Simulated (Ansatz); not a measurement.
Ansatz results at the PBE0-D4/def2-TZVP geometry: HOMO–LUMO gap (B3LYP/def2-TZVPP) 4.19 eV; HOMO energy (B3LYP/def2-TZVPP) -5.98 eV; size of the dipole moment (PBE/def2-TZVPP) 3.08 D.

Each molecule was computed in one conformer, which needn't be the lowest.

Which molecule gave them?
A. `N=C(O)BN`
B. `[CH3][SnH2][GaH2]`
C. `CC(C)(F)C=O`
D. `C[NH][Al]1[BH][S]1`

D. The others give `CC(C)(F)C=O`: 6.05, -7.47, 1.37; `[CH3][SnH2][GaH2]`: 4.58, -6.97, 0.72; `N=C(O)BN`: 6.28, -7.48, 2.59.

B3LYP here is the variant with VWN-RPA as its local correlation; programs differ in this.
